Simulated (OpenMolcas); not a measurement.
**Ni2+ in a point-charge field**

Ni2+ among 6 point charges of -2.2 e arranged as an octahedron (Oh), 1.75 Å from the ion.

* Program: OpenMolcas 26.06
* Method: SS-CASPT2, IPEA 0.25 Eh, imaginary shift 0.1 Eh (closed shells correlated: 3s 3p)
* Basis: ANO-RCC-VDZP [5s4p2d1f]
* Scalar Hamiltonian: DKH2, point nucleus
* Active space: 8 electrons in 5 orbitals (3d)
* State averaging: 2S+1 = 3 even, 10 roots; 2S+1 = 1 even, 15 roots
* Spin-orbit coupling: RASSI with atomic mean-field integrals over the reference wave functions

The lowest spin-free states (labels of O, the rotations of Oh), above the lowest:

```json
{"State": "3A2", "Degeneracy": "1", "E (cm-1)": "0", "Free-ion L (%)": "F (100)"}
{"State": "3T2", "Degeneracy": "3", "E (cm-1)": "10080", "Free-ion L (%)": "F (100)"}
{"State": "3T1", "Degeneracy": "3", "E (cm-1)": "16270", "Free-ion L (%)": "F (95)"}
{"State": "1E", "Degeneracy": "2", "E (cm-1)": "17100", "Free-ion L (%)": "D (79)"}
{"State": "1T2", "Degeneracy": "3", "E (cm-1)": "25130", "Free-ion L (%)": "D (89)"}
{"State": "1A1", "Degeneracy": "1", "E (cm-1)": "28750", "Free-ion L (%)": "G (97)"}
{"State": "3T1", "Degeneracy": "3", "E (cm-1)": "29030", "Free-ion L (%)": "P (95)"}
{"State": "1T1", "Degeneracy": "3", "E (cm-1)": "32970", "Free-ion L (%)": "G (100)"}
{"State": "1E", "Degeneracy": "2", "E (cm-1)": "39110", "Free-ion L (%)": "G (79)"}
{"State": "1T2", "Degeneracy": "3", "E (cm-1)": "39470", "Free-ion L (%)": "G (89)"}
{"State": "1A1", "Degeneracy": "1", "E (cm-1)": "64900", "Free-ion L (%)": "S (97)"}
```

The lowest levels with spin-orbit coupling:

| E (cm-1) | Degeneracy | Label | 2S+1 |
| --- | --- | --- | --- |
| 0 | 3 | T2 | 3 |
| 9780 | 2 | E | 3 |
| 9950 | 3 | T1 | 3 |
| 10350 | 3 | T2 | 3 |
| 10520 | 1 | A2 | 3 |
| 15400 | 1 | A1 | 3 |
| 15970 | 3 | T1 | 3 |
| 16220 | 2 | E | 3 (57 %) |
| 16880 | 3 | T2 | 3 |
| 18000 | 2 | E | 1 (56 %) |
| 25010 | 3 | T2 | 1 |
| 28870 | 1 | A1 | 1 |
| 28880 | 2 | E | 3 |
| 29110 | 3 | T2 | 3 |
| 29440 | 3 | T1 | 3 |
| 29700 | 1 | A1 | 3 |
| 33100 | 3 | T1 | 1 |
| 39260 | 2 | E | 1 |
| 39610 | 3 | T2 | 1 |
| 65080 | 1 | A1 | 1 |

Powder χT (cm3 K/mol): 1.28 at 2 K, 1.28 at 10 K, 1.29 at 50 K, 1.3 at 100 K, 1.32 at 200 K, 1.34 at 300 K. The effective moment at 300 K is 2.828 √(χT) = 3.27 μB.

The lowest level has 2S+1 = 3, for which the spin-only value is χT = S(S+1) / 2 = 1.000 cm3 K/mol (g = 2). The computed 1.336 at 300 K differs by +0.336, through orbital momentum, spin-orbit coupling and any other state in reach.

Roots that are degenerate in the reference are averaged as groups; the widest CASPT2 spread within a group is 380 cm-1 (the 3-fold group of multiplicity 3 near 16300 cm-1 above the lowest state of its run). Shifts and gaps below about the spread of the groups concerned are not significant. Free-ion shares, where given, are those of the reference states; single-state CASPT2 does not remix them. This is an electrostatic model: the charges have no orbitals. No measured value stands beside these numbers.

The CASPT2 steps took 3.7 s on 1 thread of AMD EPYC 7R43 64-Core Processor (Zen 3) (shared host); the integral step is not counted.
